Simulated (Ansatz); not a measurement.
Reaction (ligand exchange at a Ti–O bond): `C[O][Ti]([Cl])([Cl])[Cl]` + H₂S → `[SH][Ti]([Cl])([Cl])[Cl]` + CH₃OH

Calculated with Ansatz (gas phase, PBE0-D4/def2-TZVP geometries, no zero-point term in ΔE). CCSD(T)/CBS is the MP2 limit (def2-TZVPP, def2-QZVPP) plus CCSD(T) − MP2 in def2-TZVPP, frozen cores. This one scheme is used for every species. Functionals use def2-TZVPP. For Ti outer-core shells are correlated without core-valence functions, which leaves a few kJ/mol of doubt a bond. Scalar relativity is left out up to krypton. One conformer a species, not always the lowest.

| level | ΔE (kJ/mol) |
| --- | --- |
| r2SCAN-D4 | 63.1 |
| CCSD/CBS(def2) | 67.8 |

Q: What does CCSD(T)/CBS give? (Estimate.)

A: The calculation gave: +61.3 kJ/mol. The listed levels differ from it by 1.8, 6.5 kJ/mol.

Q: What do rigid-rotor, harmonic-oscillator terms from PBE0-D4/def2-TZVP frequencies (298.15 K, 1 bar) make of the CCSD(T)/CBS value? (An estimate is asked.)

A: The calculation gave: ΔZPE = +8.6 kJ/mol, ΔH = +67.8 kJ/mol, ΔS = 2 J/(mol·K), ΔG = +67.1 kJ/mol. Modes under 50 cm⁻¹ make the entropy rough.

Largest T1 diagnostic among the species: 0.026, so the coupled-cluster value is less sure than usual.

From BLYP to BHLYP (50 % exact exchange), in def2-TZVPP and without D4, ΔE moves by +5.5 kJ/mol. At CCSD(T), def2-SVP lies +27.9 kJ/mol from the extrapolated value and def2-TZVPP +6.8 kJ/mol. In def2-TZVPP, CCSD(T) changes the Hartree–Fock value by −16.5 kJ/mol (the triples alone add −6.5 kJ/mol) and MP2 by −26.9 kJ/mol.
